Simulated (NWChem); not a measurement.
Species: CH5BO2S; SMILES COB(O)S

```xyz
10

B     -0.5972    -0.0886     0.0485
O     -1.8457    -0.6012     0.1957
H     -1.9035    -1.5526     0.0907
O     -0.4663     1.2486     0.1892
C      0.7519     1.9288     0.0661
H      1.1925     1.7994    -0.9378
H      0.5671     3.0002     0.2275
H      1.4884     1.5865     0.8138
S      0.9060    -1.0940    -0.3266
H      0.3006    -2.2985    -0.3702
```
Atoms are numbered in this order, from 1.

The geometry was optimised at PBE0/def2-SVP.

### Question
Give the principal values of the shielding tensors (ppm) of B1, O2, O4, C5, S9 from PBE0/pcSseg-1, GIAO (NWChem), with their diamagnetic and paramagnetic parts as GIAO splits them.

### Answer
```
atom    σ11    σ22    σ33  isotropic  diamagnetic  paramagnetic
----  -----  -----  -----  ---------  -----------  ------------
B1     61.3   69.5   85.4       72.1        197.2        -125.1
O2     97.5  230.0  267.8      198.4        388.6        -190.2
O4     49.9  291.0  332.3      224.4        393.3        -168.9
C5    103.4  107.2  182.2      130.9        247.5        -116.6
S9    572.6  579.9  805.8      652.8       1057.5        -404.7
```
